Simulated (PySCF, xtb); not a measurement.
Au(Cl)(SMe2) (C2H6AuClS), SMILES C[S](C)->[Au][Cl], multiplicity 1.

Harmonic wavenumbers (cm⁻¹) from xtb with GFN2-xTB at its own minimum, in rising order: 58, 60, 128, 133, 171, 182, 226, 260, 300, 704, 733, 889, 936, 970, 1000, 1316, 1321, 1430, 1437, 1439, 1444, 3037, 3037, 3047, 3048, 3064, 3066.

Q: What does B3LYP-D3(BJ)/def2-SVP (PySCF) give at its own minimum? (The exact figures need the calculation; the answer reports its results.)

A: 70, 74, 169, 174, 195, 203, 268, 294, 358, 674, 724, 915, 959, 994, 1045, 1322, 1347, 1434, 1442, 1446, 1451, 3050, 3053, 3162, 3166, 3177, 3178. Paired by order, the mean absolute difference is 37 cm⁻¹ and the zero-point energies are 47.8 and 49.1 kcal/mol.
